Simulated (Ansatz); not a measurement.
A made-up structure of CH$_{2}$InO, doublet:

```xyz
5
angstrom
O -1.4207 -0.1103 -0.4720
C -0.4024 -0.4657 0.1440
In 0.6150 0.8311 0.5979
H -0.0150 -1.3654 0.5845
H 1.2230 1.1104 -0.8544
```

It is relaxed with PBE-D4/def2-SVP and then PBE0-D4/def2-TZVP (Ansatz 0.2.0). Atoms count as bonded within 1.22 times the sum of their covalent radii (H–H: 0.88 Å). The end point is not checked to be a true minimum.

(1) Does its bonding change? (Judge from chemistry; the calculation decides.)

Answers

(1) The calculation gives: Yes. Formed: none; broken: O1–In3.

Where it ends: The first stage lowers the energy by 3.93 eV in 11 steps. It ends as CH₂InO ([O][CH][InH]):
```
atom    x (Å)    y (Å)    z (Å)
  O1  -1.6261  -0.4426  -0.3500
  C2  -0.5809  -0.6607   0.1903
 In3   0.8552   1.0897   0.4726
  H4  -0.3753  -1.6641   0.6385
  H5   1.7271   1.6777  -0.9515
```

Labels in which every atom is bracketed show which atoms are joined, not bond orders.

For scale, one of the runs: PBE0-D4/def2-TZVP relaxation, 124 basis functions, launched by `ansatz run in.yaml --threads 2 --pin off --events-out ev --progress --plain --max-ram 4352MiB`. Hardware: 2 CPU threads of an Arm Neoverse V1, shared host. Wall time about 51 s.
